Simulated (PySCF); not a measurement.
**Working out the ionisation energy of Mo²⁺**

Mo²⁺ [Kr] 4d4 (5D) → Mo³⁺ [Kr] 4d3 (4F). Computed with PySCF 2.14 in def2-TZVPPD with the def2 core potential (28 electrons) (6s4p3d2f1g, 56 functions), with a scalar-relativistic core potential. Frozen: nothing. Energies in hartree (1 hartree = 27.21139 eV):

```tsv
part	Mo²⁺ (lower)	Mo³⁺ (upper)
UHF	-66.781006	-65.822545
MP2 opposite-spin	-0.192753	-0.179066
MP2 same-spin	-0.094162	-0.072621
```

Question: What does Hartree-Fock give?

Answer: (-65.822545) − (-66.781006) = 0.958461 hartree = 26.081 eV.

Question: What do MP2 and SCS-MP2 (6/5 opposite-spin, 1/3 same-spin) give?

Answer: The opposite-spin parts differ by 0.372 eV and the same-spin parts by 0.586 eV. MP2: 26.081 + (0.372) + (0.586) = 27.039 eV. SCS-MP2: 26.081 + 1.2 × (0.372) + (0.586)/3 = 26.723 eV.

Reference: 27.13 ± 0.12 eV (semi-empirical (NIST evaluation); NIST Atomic Spectra Database, ionization energies), between the lowest levels; spin-orbit coupling is absent from the calculation.

What remains against the reference includes basis incompleteness and correlation beyond second order.
